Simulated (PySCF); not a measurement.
State search for SrSb

Unrestricted PBE0; basis Sr def2-SVPD with ECP28, Sb def2-SVPD with ECP28; scalar-relativistic core potentials; PySCF 2.14. Outer shells of the fragments: Sr 5s2; Sb 4d10 5s2 5p3.

Followed along the bond (rough minima from three points):

```
2Ms+1   unpaired  ⟨S²⟩ at the start  R at minimum (Å)  Te (eV)
    4  σ ↑, π ↑↑               3.75              3.27     0.00
    2        π ↑               0.96              2.96     0.05
    2  σ ↓, π ↑↑               1.76              3.24     0.08
    2  σ ↑, π ↑↓               1.76              3.25     0.34
    4  σ ↑↑, π ↑               3.75              3.08     0.72
```

Solutions found at the starting distance of 3.075 Å, counted from the lowest of them; the search is not exhaustive and high or unbound solutions are not listed, so other states can lie among these:

```tsv
2Ms+1	unpaired	term	E (eV)	⟨S²⟩	⟨Lz²⟩	μ (D)
4	σ ↑, π ↑↑	⁴Σ⁻	0.00	3.75	0.00	-3.89
2	π ↑	²Π	0.02	0.96	1.01	-8.10
2	σ ↓, π ↑↑	mixed	0.07	1.76	0.00	-4.18
2	σ ↑, π ↑↓	mixed	0.33	1.76	2.01	-4.02
4	σ ↑↑, π ↑	⁴Π	0.66	3.75	1.02	-4.50
2	σ ↑	²Σ⁺	1.09	0.76	0.00	-11.27
```

A term symbol is given only where ⟨S²⟩ and ⟨Lz²⟩ are close to those of a pure state; real π, δ and φ orbitals otherwise mix terms. A positive dipole means Sr(−)Sb(+).

Spin–orbit coupling is left out.
